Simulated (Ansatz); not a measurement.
Z-matrix (Å, degrees):
```
Al
F 1 1.6372
F 1 1.6372 2 117.76
H 1 1.5501 2 121.12 3 -179.99
```
Charge 0, multiplicity 1.

Calculation: frozen-core CCSD(T)/cc-pVQZ // CAM-B3LYP-D3(BJ)/def2-TZVP (Ansatz, an electronic-structure program).

```yaml
HF energy: -441.64280 Ha
MP2 correlation energy: -0.63914 Ha
```

Problem. Estimate the CCSD correlation energy, the (T) correction, the total energy and the T1 diagnostic.

Solution. 
The CCSD correlation energy comes out as -0.64064 Ha and the (T) correction comes out as -0.01899 Ha. The CCSD(T) total energy is -442.30242 Ha and the T1 diagnostic comes out as 0.012.
